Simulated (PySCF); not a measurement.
Te(F)(NH2) (FH2NTe), SMILES N[Te]F. The structure is a stationary point at r2SCAN-D4/def2-TZVP. The def2 effective core potentials stand for the cores of Te; spin–orbit coupling is left out. The values are those of a single conformer.

Computed equilibrium geometry at r2SCAN-D4/def2-TZVP (PySCF confirms it by a frequency run) as Cartesian coordinates in Å, and its point group (one conformer of several):
point group Cs.
```xyz
5

Te     0.3314     0.0505     0.0000
F     -1.0875     1.3710     0.0000
N     -0.7123    -1.6142     0.0000
H     -1.2285    -1.8317     0.8404
H     -1.2285    -1.8317    -0.8404
```
